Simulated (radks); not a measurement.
Effect of the nuclear size on the calcium ion Ca+, [Ar] 4s1. All-electron calculation, Dirac Kohn-Sham, relativistic LDA (MacDonald-Vosko exchange, VWN5 correlation), spin-unpolarised, spherical densities, finite nucleus; Fermi nuclear charge, rms radius 3.4776 fm. Program: a radial shooting solver on a logarithmic mesh with Libxc functionals. The rms radius is varied about that value; shifts are against it.

| rms radius (fm) | total energy shift (eV) | density at nucleus (e/bohr^3) | 1s1/2 shift (meV) | 2s1/2 shift (meV) | 2p1/2 shift (meV) | 3s1/2 shift (meV) |
|---|---|---|---|---|---|---|
| 3.0081 | -0.00754 | 6125 | -3.17 | -0.250 | 0.039 | -0.030 |
| 3.2342 | -0.00404 | 6113 | -1.70 | -0.134 | 0.021 | -0.016 |
| 3.4776 | 0 | 6102 | 0.000 | 0.000 | 0.000 | 0.000 |
| 3.6863 | 0.00369 | 6093 | 1.55 | 0.123 | -0.019 | 0.015 |
| 4.2253 | 0.0142 | 6072 | 5.97 | 0.471 | -0.074 | 0.057 |

Slopes of the eigenvalues against <r^2> in GHz/fm^2, as finite differences over the two radii next to the reference (eigenvalue slopes, not the field-shift constants of lines): 1s1/2 251, 2s1/2 19.8, 2p1/2 -3.10, 3s1/2 2.39.
